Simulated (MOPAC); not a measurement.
MOPAC input (PM7):

```
PM7 1SCF CHARGE=-1 GEO-OK AUX(PRECISION=9) THREADS=1
H2As

As   -0.01946706 1   -0.02930590 1    0.05119338 1
H    -0.57983965 1    1.11526124 1   -0.82569952 1
H     1.22225249 1   -0.14816670 1   -0.86368213 1
```

Q: What heat of formation does the run end on, and which ionisation energy by Koopmans theorem?

A: 12.45 kcal/mol; 0.79 eV.
